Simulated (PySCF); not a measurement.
BH3N, SMILES [BH]N, multiplicity 2. Geometry optimised at PBE0-D3(BJ)/def2-TZVP. The isomer is the one that the SMILES or the coordinates give; other isomers of the formula were not compared.

The numbers are results of PBE0-D3(BJ)/def2-TZVP in PySCF, not measurements.

Harmonic wavenumbers (cm⁻¹): 613, 745, 837, 1064, 1346, 1621, 2629, 3552, 3664. Rotational constants (GHz): 229.2, 30.65, 27.04; symmetry number 1.

**Question.** Work out the zero-point energy and the ideal-gas rigid-rotor harmonic-oscillator thermochemistry at 298.15 K and 1 atm.

**Answer.** ZPE = ½ Σ hcν = ½ × 16071 cm⁻¹ = 96.12 kJ/mol. H − E(el) = 106.98 kJ/mol. Entropy in J/(mol K): translation 150.23, rotation 75.63, vibration 4.04, spin 5.76, total 235.67. G − E(el) = 36.72 kJ/mol. Cp = 45.10 J/(mol K).
